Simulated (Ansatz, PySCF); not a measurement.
C$_{3}$H$_{9}$ClGeO$_{2}$ (SMILES C[O][Ge]([CH3])([Cl])[O]C), singlet, geometry from GFN2-xTB. Base run: PySCF with CASSCF(4,5)/STO-3G.

Input for PySCF:
```python
from pyscf import gto, scf, mcscf
import numpy

mol = gto.Mole()
mol.atom = '''
    C     2.30927427   -1.09763729    0.90721070
    O     1.67924718    0.12726471    0.57287383
    Ge    0.03213813    0.35796632    0.02872426
    C    -0.25220359    2.32117788    0.06544763
    Cl   -0.24781661   -0.51969949   -1.89937824
    O    -0.95637799   -0.59942895    1.15283005
    C    -2.27521773   -1.06806734    0.95762844
    H     1.71691313   -1.66386180    1.62716104
    H     2.47213286   -1.71038108    0.01759727
    H     3.27235702   -0.84045219    1.35016774
    H    -1.14413678    2.58557342   -0.49390909
    H     0.60840321    2.80902803   -0.37838991
    H    -0.35862481    2.64717674    1.09446506
    H    -2.43169752   -1.87716442    1.67260275
    H    -3.00177334   -0.27514426    1.14780328
    H    -2.42318251   -1.45033131   -0.05459632
'''
mol.basis = 'sto-3g'
mol.verbose = 4
mol.build()

mf = scf.RHF(mol)
mf.kernel()
mc = mcscf.CASSCF(mf, 5, 4)
mc.fix_spin_(ss=0.0)
mc.kernel()
occ = numpy.linalg.eigvalsh(mc.fcisolver.make_rdm1(mc.ci, mc.ncas, mc.nelecas))[::-1]
ss = mc.fcisolver.spin_square(mc.ci, mc.ncas, mc.nelecas)[0]
print('natural occupations', occ.round(4), ' <S^2>', round(ss, 4))
```

Programs used: Ansatz (a program for electronic structure), PySCF; a row that names a program was run with it.

Each row names what was changed in the base input (with any setting that the change needs).

```
change                                                ΔE vs base (kcal/mol)       natural occupations  <S^2> of the state
----------------------------------------------------  ---------------------  ------------------------  ------------------
base                                                                  0.000  1.97 1.97 0.03 0.02 0.00                0.00
code = ansatz; correction = SC-NEVPT2, all electrons                 -144.6                         -                   -
correction = SC-NEVPT2                                               -144.6  1.97 1.97 0.03 0.02 0.00                0.00
state_average = 2 states                                              15.05                         -                   -
conv_tol = 1e-5                                                       0.000  1.97 1.97 0.03 0.02 0.00                0.00
active space = 2 electrons, 3 orbitals                                17.32            1.98 0.02 0.00                0.00
fix_spin_ = off                                                       0.000  1.97 1.97 0.03 0.02 0.00                0.00
active space = 4 electrons, 4 orbitals                                 0.70       1.98 1.97 0.03 0.02                0.00
start = MP2 natural orbitals                                           8.72  1.98 1.97 0.03 0.02 0.00                0.00
orbitals = fixed (CASCI); correction = SC-NEVPT2                     -140.6  2.00 2.00 0.00 0.00 0.00                0.00
orbitals = fixed (CASCI)                                              25.13  2.00 2.00 0.00 0.00 0.00                0.00
```

Active orbitals are taken around the Fermi level unless the row says otherwise; CASSCF can end in different local minima, and two programs can end on different orbitals. State-averaged rows give the lowest state.
